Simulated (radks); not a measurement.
Values are calculated unless marked as measured or tabulated.
Polarisability of the caesium ion Cs2+, [Kr] 4d10 5s2 5p5, at imaginary frequency. Level of theory: scalar-relativistic Kohn-Sham, LB94 model potential, spin-unpolarised, spherical densities, finite nucleus; Fermi nuclear charge, rms radius 4.8041 fm (a radial shooting solver on a logarithmic mesh with Libxc functionals). Response by self-consistent Sternheimer equations with the Hartree and adiabatic LDA kernel, the relativistic mass of each level held fixed and spin-orbit coupling left out.

| w (hartree) | alpha1(iw) (bohr^3) |
|---|---|
| 0.00266 | 11.60 |
| 0.0143 | 11.60 |
| 0.0360 | 11.58 |
| 0.0697 | 11.51 |
| 0.118 | 11.33 |
| 0.186 | 10.96 |
| 0.280 | 10.25 |
| 0.413 | 9.050 |
| 0.605 | 7.314 |
| 0.892 | 5.258 |
| 1.35 | 3.327 |
| 2.12 | 1.866 |
| 3.59 | 0.9145 |
| 6.94 | 0.3447 |
| 17.5 | 0.07650 |

Static values: alpha1 = 11.60 bohr^3 (1.719 angstrom^3; uncoupled 19.51). C6 = 84.30, triple-dipole C9 = 703.8 atomic units. One-pole (London) frequency 4 C6 / (3 alpha1^2) = 0.835 hartree, against 1.272 for minus the highest occupied eigenvalue.
